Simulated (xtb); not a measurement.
C3H9NSi, SMILES C1[SiH](CC1)N. All values are semi-empirical tight-binding results from xtb (GFN2-xTB unless named), good for trends rather than for accurate numbers. Geometry optimised at GFN2-xTB. Other conformers were not sampled.

Optimised geometry:

```xyz
14

N      2.0648    -0.3660    -0.3042
Si     0.6017     0.4295     0.1358
C     -0.9498     0.4943    -0.9917
C     -1.7810    -0.2380     0.0816
C     -0.6576    -0.6817     1.0399
H      2.0250    -1.2908    -0.7018
H      2.8009     0.1656    -0.7366
H      1.0036     1.6925     0.7512
H     -1.3584     1.4628    -1.2712
H     -0.8667    -0.0926    -1.9060
H     -2.3680    -1.0670    -0.3137
H     -2.4634     0.4505     0.5783
H     -0.8683    -0.4711     2.0850
H     -0.4519    -1.7477     0.9632
```
Charge 0, spin multiplicity 1.

The orbital gap comes out as 5.30 eV, the dipole moment is 1.47 D and the zero-point energy is 72.4 kcal/mol. The G − E(el) at 298.15 K (modified RRHO) is 53.4 kcal/mol and the static polarisability (D4 model) is 70.6 bohr³. The solvation energy, GFN2-xTB/ALPB(water) is -2.7 kcal/mol and the solvation energy, GFN2-xTB/ALPB(benzene) comes out as -3.8 kcal/mol.

Computed atomic charges and the Wiberg bond orders between heavy atoms:
charges (e) N1 -0.41, Si2 0.49, C3 -0.17, C4 -0.06, C5 -0.16, H6 0.16, H7 0.15, H8 -0.08, H9 0.01, H10 0.01, H11 0.01, H12 0.01, H13 0.01, H14 0.01. Bond orders N1–Si2 1.14, Si2–C3 0.86, C3–C4 1.03, Si2–C5 0.86, C4–C5 1.03.
